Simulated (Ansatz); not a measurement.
Born–Oppenheimer molecular dynamics of AsBFH₅OSi (10 atoms, charge 0, multiplicity 1). It starts at the highest image of a converged band. Of that band: Beside the main top the profile has a ripple of under 15 meV (maxima at images 1, 5), which may be a very shallow well or noise. Neighbouring images differ by up to 1.3 eV, so the band resolves the path poorly. A vibrational analysis at the climbing image gives one clearly imaginary mode, 1278i cm⁻¹: a first-order saddle point.

Theory: Ansatz, RKS revPBE/def2-SVP.

```json
{
  "ensemble": "NVE (velocity Verlet)",
  "time step": "0.5 fs",
  "steps asked": "200",
  "starting velocities drawn for": "100 K",
  "seed": "5485"
}
```

First frame:

```xyz
10
Properties=species:S:1:pos:R:3
O -2.483 0.628 0.470
Si -0.962 -0.610 0.278
B 0.702 0.470 -0.075
F 0.595 1.748 -0.514
As 2.608 -0.313 0.124
H -2.248 1.450 -0.016
H -0.893 -1.268 1.637
H -2.401 -0.305 -0.444
H 2.999 -0.083 -1.348
H 2.167 -1.769 -0.110
```

Q: How far do the bonds stretch over the last three quarters of this one trajectory? (Pairs bonded in most of those frames.)

A: 
| bond | mean (Å) | spread (Å) | shortest | longest |
| --- | --- | --- | --- | --- |
| O1–H6 | 0.980 | 0.019 | 0.94 | 1.02 |
| O1–H8 | 0.992 | 0.044 | 0.92 | 1.07 |
| Si2–B3 | 2.007 | 0.031 | 1.96 | 2.05 |
| Si2–H7 | 1.554 | 0.014 | 1.53 | 1.58 |
| B3–F4 | 1.354 | 0.024 | 1.31 | 1.39 |
| B3–As5 | 2.115 | 0.025 | 2.06 | 2.15 |
| As5–H9 | 1.545 | 0.010 | 1.52 | 1.56 |
| As5–H10 | 1.554 | 0.039 | 1.49 | 1.62 |

Mean temperature of the second half: 359 K. The conserved energy stayed within 0.21 meV per atom of its start (net change 0.018 meV per atom), so the integration is sound. The kinetic energy rose, since the run started high on the potential surface and went downhill. It ends in pieces (AsBFH3Si + H2O), so much of that is their flight and rotation, not heat. A run of 0.1 ps of so small a system gives no equilibrium averages. The orbitals stay closed-shell, which can raise the energy where a bond breaks towards radicals; this wasn't checked here.

Run time: 2.6 min on 2 threads of AMD EPYC 9R45 96-Core Processor (Zen 5), with other jobs on the host, peak memory 0.18 GiB.
